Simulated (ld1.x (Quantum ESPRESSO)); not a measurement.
# What the settings do to the ultrasoft potential of magnesium

Base potential:

ld1.x (Quantum ESPRESSO) 7.5 input, shortened:

```
&input
   title='Mg', zed=12., rel=1, dft='PBE', iswitch=3,
   config='[Ne] 3s2 3p0'
 /
 &inputp
   pseudotype=3, tm=.true., lloc=-1, rcloc=0.80,
   nlcc=.true., new_core_ps=.true.,
   which_augfun='PSQ', rmatch_augfun=0.75
 /
4
2S  1  0   2.00   0.00  0.95  1.05  0.0
3S  2  0   2.00   0.00  0.95  1.05  0.0
2P  2  1   6.00   0.00  1.05  1.15  0.0
3P  3  1   0.00   0.00  1.05  1.15  0.0
 &test
   configts(1)='2s2 2p6 3s2 3p0'
 /
```

All-electron outer shells of the reference configuration (PBE, scalar-relativistic, ld1.x):

```tsv
shell	level (eV)	outermost node (bohr)	outermost maximum (bohr)
1s	-1259.65	–	0.09
2s	-79.85	0.18	0.54
2p	-46.61	–	0.48
3s	-4.70	0.90	2.56
3p	-1.33	0.96	3.46
```

Cutoffs, loose and tight: the cutoffs (Ry, on a coarse ladder) from which the occupation-weighted sum of valence levels, in a spherical-Bessel basis at the reference potential, stays within 10 and 1 mRy of its value at 400 Ry. They do not see the model core or the augmentation charge, which bear on the density cutoff. Test errors are all-electron minus pseudo excitation energies from the reference, over the configurations 2s2 2p6 3s1 3p0; 2s2 2p6 3s0 3p0; 2s2 2p6 3s1.5 3p0; 2s2 2p6 3s0 3p2; 2s2 2p6 3s1 3p1; 2s1 2p6 3s2 3p0; 2s2 2p6 3s0 3p1. A dash means not determined; rows that change the core or the reference have their own tests. The largest error is taken over the tests solved by every variant that gives reliable tests at all: 2s2 2p6 3s0 3p0; 2s2 2p6 3s0 3p2; 2s2 2p6 3s1 3p0; 2s2 2p6 3s1 3p1; 2s2 2p6 3s1.5 3p0.

Cutoffs are not given where the Bessel-basis levels miss the radial ones by over 6 mRy, ghosts where they miss by over 20 mRy; a channel whose overlap is not positive is not tested.

A file whose overlap is not positive is unfit for use, and its test errors describe a broken file.

```csv
change,outcome,"cutoff, loose","cutoff, tight",bound ghosts,largest test error (meV)
base,generated,70 Ry,110 Ry,none,-0.1
"waves 2s (bound): rcut 0.86, rcutus 0.92 bohr; 3s (bound): rcut 0.86, rcutus 0.92 bohr","generated, overlap not positive",–,–,not determined (overlap not positive),+0.1
"waves 2s (bound): rcut 0.95, rcutus 1.04 bohr; 3s (bound): rcut 0.95, rcutus 1.04 bohr",generated,70 Ry,110 Ry,none,-0.1
"waves 2s (bound): rcut 0.95, rcutus 1.10 bohr; 3s (bound): rcut 0.95, rcutus 1.10 bohr",generated,70 Ry,110 Ry,none,-0.2
"waves 2s (bound): rcut 0.95, rcutus 1.26 bohr; 3s (bound): rcut 0.95, rcutus 1.26 bohr","generated, overlap not positive",–,–,not determined (overlap not positive),-0.9
"waves 2s (bound): rcut 0.95, rcutus 1.38 bohr; 3s (bound): rcut 0.95, rcutus 1.38 bohr","generated, overlap not positive",–,–,not determined (overlap not positive),-1.5
"waves 2s (bound): rcut 0.95, rcutus 1.46 bohr; 3s (bound): rcut 0.95, rcutus 1.46 bohr","generated, overlap not positive",–,–,not determined (overlap not positive),-1.6
"waves 2s (bound): rcut 0.95, rcutus 1.58 bohr; 3s (bound): rcut 0.95, rcutus 1.58 bohr","generated, overlap not positive",–,–,not determined (overlap not positive),+0.9
```

**Question.** What comes out with this change to the base: waves 2s (bound): rcut 0.72, rcutus 0.76 bohr; 3s (bound): rcut 0.72, rcutus 0.76 bohr?

**Answer.** outcome: failed: find_q: problem finding q. Cause: no Bessel wave vectors were found that match the logarithmic derivative at the chosen radius.

**Question.** What comes out with this change to the base: waves 2s (bound): rcut 0.64, rcutus 0.68 bohr; 3s (bound): rcut 0.64, rcutus 0.68 bohr?

**Answer.** outcome: generated; cutoff, loose: 80 Ry; cutoff, tight: 140 Ry; bound ghosts: none; largest test error (meV): +0.2.

Reading the sweep of the s radius (base included, trends over the rows without a ghost): The loose cutoff stays near 70 Ry. The median size of the test errors (rows with all tests solved) stays near 0.0 meV. The generation fails at 0.76 bohr.
